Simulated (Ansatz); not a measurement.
Computed with Ansatz.

A structure relaxed at PBE0-D4/def2-TZVP, charge 0, multiplicity 1:

```xyz
4

F     1.7465    0.1789    1.0932
Ge    0.8639   -0.6486   -0.1809
S    -0.9958    0.5720    0.0366
H    -1.6146   -0.1023   -0.9489
```

Task: Give its formula and SMILES.

Result: FGeHS, `[F][Ge][SH]`.

Task: Point group (tolerance 0.08 Å, 0.16 Å for H)?

Result: Cs.

Task: Summarise the bond lengths by kind.

Result: 1 × F–Ge 1.757 Å; 1 × Ge–S 2.235 Å; 1 × H–S 1.345 Å.
